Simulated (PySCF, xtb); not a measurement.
Cl2I, SMILES Cl[I-]Cl, charge -1.

Geometry: B3LYP-D3(BJ)/def2-SVPD. The def2 effective core potentials stand for the cores of I; spin–orbit coupling is left out.

The numbers are results of PySCF with IEF-PCM-B3LYP/def2-SVPD, not measurements.

The values are the electrostatic part of the solvation free energy, E(continuum) − E(gas) at the gas-phase geometry, in a cavity of scaled van der Waals radii (PySCF's table); cavitation and dispersion terms are not included. In vacuum the orbital gap is 3.99 eV.

Computed values in water (ε = 78.36), chlorobenzene (ε = 5.70), 1-octanol (ε = 9.86):
```
solvent            ε  ΔG(elec) (kcal/mol)  gap (eV)
-------------  -----  -------------------  --------
water          78.36                -47.9      4.03
chlorobenzene   5.70                -40.0      4.03
1-octanol       9.86                -43.6      4.03
```

For comparison, GFN2-xTB/ALPB(water) (xtb, at the GFN2-xTB geometry, all terms of that model) gives -45.1 kcal/mol.
